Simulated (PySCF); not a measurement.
## Structure elucidation problem

Molecular formula: C8H7O2P. Simulated spectra:

¹H NMR (300 MHz, computed): δ 7.61 (m, 2H), 7.31 (m, 2H), 6.76 (m, 2H), 5.36 (m, 1H).

¹³C{¹H} NMR (computed): δ 152.4 (CH), 148.7 (CH), 125.1 (C), 122.0 (CH).

[PySCF 2.14.0 with density-fitted response routines: σ from GIAO-PBE0/pcSseg-1; geometry from GFN2-xTB; fast rotation and ring inversion assumed for equivalent nuclei; in vacuum; relativity neglected; one conformer]

Chemical shifts δ = σref − σ; TMS for ¹H (σ = 31.72 ppm) and ¹³C (σ = 186.93 ppm), all at this level.

Choose the structure that fits.
A. C#C[P@](=O)(O)c1ccccc1
B. Cc1cc(C=O)pc(C=O)c1
C. c1cc(Pc2ccoc2)co1

Results:

C. 

- 4 carbon signals for 8 carbons: some carbons are equivalent by symmetry or fast rotation.
- Carbon types of the structure: 2 × C, 6 × CH, leaving 1 H on heteroatoms.
- δC 152.4, 148.7: aromatic CH next to the ring oxygen.
- δC 125.1: substituted aromatic carbon.
- δC 122.0: aromatic CH.
- δH 7.61, 7.31: hydrogen on an aromatic CH next to the ring oxygen; aromatic region.
- δH 6.76: hydrogen on an aromatic CH; it sits in the deshielding region of the aromatic ring current.

The others: C#C[P@](=O)(O)c1ccccc1 would give 6 carbon signals, not 4; Cc1cc(C=O)pc(C=O)c1 would give 5 carbon signals, not 4.

Splittings by ³¹P in the carbon and heteronuclear signals aren't shown, as no couplings were computed. Shifts are as computed. Against solution values, carbons near 30 ppm lie about +3 ppm off and those near 130 ppm about +5 ppm. Of 1211 compounds with measured shifts, 218 miss one by over three times the rms of a fit or turn the order of signals round; such compounds aren't used in these exercises. No couplings were computed; multiplicities are counted from neighbouring protons, with m where these are inequivalent, close in shift, in a saturated or five-membered ring or joined by F or P, and br s for small geminal =CH2 splittings.
